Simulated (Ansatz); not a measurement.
## Energy profile

The step: Si₂N₂H₈ ([NH2][SiH]([NH2])[SiH3]) → Si₂NH₅ ([NH][SiH][SiH3]) + NH₃ (still joined by a long Si–N bond); bonds formed: N2–H4; bonds broken: N3–H4; bonds weakened to dative contacts: Si1–N2 (atoms numbered as in the saddle structure below).

| atom | x (Å) | y (Å) | z (Å) |
| --- | --- | --- | --- |
| Si1 | -0.3145 | 0.3360 | -0.5741 |
| N2 | 0.9120 | 1.3431 | 0.4175 |
| N3 | 0.9254 | 0.2023 | -1.6553 |
| H4 | 1.4883 | 1.0288 | -0.5723 |
| H5 | -1.4765 | 1.2661 | -0.7669 |
| Si6 | -1.0339 | -1.4758 | 0.7470 |
| H7 | 0.7375 | 2.3335 | 0.5386 |
| H8 | 1.2936 | 0.9497 | 1.2690 |
| H9 | 1.0227 | -0.2950 | -2.5226 |
| H10 | -2.0212 | -1.0767 | 1.7919 |
| H11 | 0.1353 | -2.0952 | 1.4353 |
| H12 | -1.6688 | -2.5164 | -0.1082 |

Electronic energies by CCSD(T) at an estimated basis limit (MP2 extrapolated from triple and quadruple zeta, plus CCSD(T) − MP2 in triple zeta), on PBE0-D4/def2-TZVP structures; Si2N2H8, singlet; no counterpoise correction. Program: Ansatz 0.2.0. Basis: def2-TZVPP and def2-QZVPP. Cores are frozen in the correlated methods. Extrapolation: Hartree–Fock as exp(−7.88 √X), correlation as X^−2.97.

(1) Give the profile in kcal/mol, counted from the start structure. (Judge from chemistry; the value comes from the calculation.)

No T1 diagnostic of these runs exceeds 0.019. The restricted Hartree–Fock reference is unstable towards an unrestricted one at one or more of these structures.

Results:

(1) The calculation gives:
```json
{"point": "start structure", "kcal/mol": "0.00"}
{"point": "saddle", "kcal/mol": "51.86"}
{"point": "end structure", "kcal/mol": "45.93"}
{"point": "separated: Si2NH5 (linked as [NH][SiH][SiH3]; Si1, N3, H5, Si6, H9, H10, H11, H12; singlet) + NH3 (N2, H4, H7, H8; singlet)", "kcal/mol": "64.01"}
```

For scale, one of the runs: CCSD(T)/def2-TZVPP, 258 basis functions, launched by `ansatz run in.yaml --threads 4 --pin off --events-out ev --progress --plain --max-ram 9574MiB`. Hardware: 4 CPU threads of an Arm Neoverse V2, shared host. Wall time 2 min; peak host memory 5.6 GiB.
